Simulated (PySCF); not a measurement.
# Telling isomers of C₅H₈F₃NSi apart by NMR

Rapidly exchanging positions averaged, one conformer, no solvent model, non-relativistic Hamiltonian. σ from GIAO-PBE0/pcSseg-1; structure optimised with GFN2-xTB; PySCF 2.14.0 with density-fitted response routines.

Scale: 1H (31.72 ppm), 13C (186.93 ppm) against TMS (reference shieldings calculated alike). Splittings of carbon signals by F and P are missing where no couplings were computed. Where no couplings were computed, multiplicities follow the n + 1 count of equivalent neighbours, and m marks all less simple cases (inequivalent or close neighbours, rings, F or P nearby). Shifts are as computed. Against solution values, carbons near 30 ppm lie about +3 ppm off and those near 130 ppm about +5 ppm. Of 1211 compounds with measured shifts, 218 miss one by over three times the rms of a fit or turn the order of signals round; such compounds aren't used in these exercises. OH and NH positions are gas-phase values without hydrogen bonding to other molecules.

(1) Tabulate the signals of `C=N[SiH2][C@@H]1C[C@H]1C(F)(F)F`, `C=N[SiH2][C@@H]1C[C@@H]1C(F)(F)F`, `CC#C[Si@@](C)(N)C(F)(F)F` and their relative energies.

(2) What is the quickest way to tell C=N[SiH2][C@@H]1C[C@H]1C(F)(F)F from C=N[SiH2][C@@H]1C[C@@H]1C(F)(F)F?

(3) What is the quickest way to tell C=N[SiH2][C@@H]1C[C@H]1C(F)(F)F from CC#C[Si@@](C)(N)C(F)(F)F?

(4) What is the quickest way to tell C=N[SiH2][C@@H]1C[C@@H]1C(F)(F)F from CC#C[Si@@](C)(N)C(F)(F)F?

Answers

(1) 
```tsv
SMILES	carbon types	δC	δH	E rel. (kcal/mol)
C=N[SiH2][C@@H]1C[C@H]1C(F)(F)F	1×C 2×CH 2×CH2	172.8, 136.6, 20.5, 8.7, 4.3	8.83 (m, 1H), 8.75 (m, 1H), 5.34 (m, 1H), 4.61 (m, 1H), 1.71 (m, 1H), 1.15 (m, 1H), 0.73 (m, 1H), 0.34 (m, 1H)	19.1
C=N[SiH2][C@@H]1C[C@@H]1C(F)(F)F	1×C 2×CH 2×CH2	174.7, 137.1, 19.8, 9.7, 3.5	8.73 (m, 1H), 8.73 (m, 1H), 5.43 (m, 1H), 4.82 (m, 1H), 1.61 (m, 1H), 1.07 (m, 1H), 0.81 (m, 1H), 0.80 (m, 1H)	20.2
CC#C[Si@@](C)(N)C(F)(F)F	3×C 2×CH3	138.4, 112.7, 85.1, 5.6, -2.1	2.08 (s, 3H), 0.82 (br s, 2H), 0.39 (s, 3H)	0.0
```

Energies are electronic energies at PBE0/pcSseg-1 on these geometries, without zero-point or thermal terms, each for the one conformer computed, which needn't be the lowest.

(2) Both give the same number of carbon signals, with the same numbers of each carbon type, so the positions decide. The first has a C=N carbon (CH2) at 172.8 ppm, the second a C=N carbon (CH2) at 174.7 ppm.

(3) Both give the same number of carbon signals, but DEPT or the intensities differ. The first has a C=N carbon (CH2) at 172.8 ppm, the second a propargylic methyl carbon (CH3) at 5.6 ppm. Their most deshielded carbons lie at 172.8 and 138.4 ppm. In the proton spectra the most deshielded non-exchanging signals are 8.83 (m, 1H) and 2.08 (s, 3H).

(4) Both give the same number of carbon signals, but DEPT or the intensities differ. The first has a C=N carbon (CH2) at 174.7 ppm, the second a propargylic methyl carbon (CH3) at 5.6 ppm. Their most deshielded carbons lie at 174.7 and 138.4 ppm. In the proton spectra the most deshielded non-exchanging signals are 8.73 (m, 1H) and 2.08 (s, 3H).
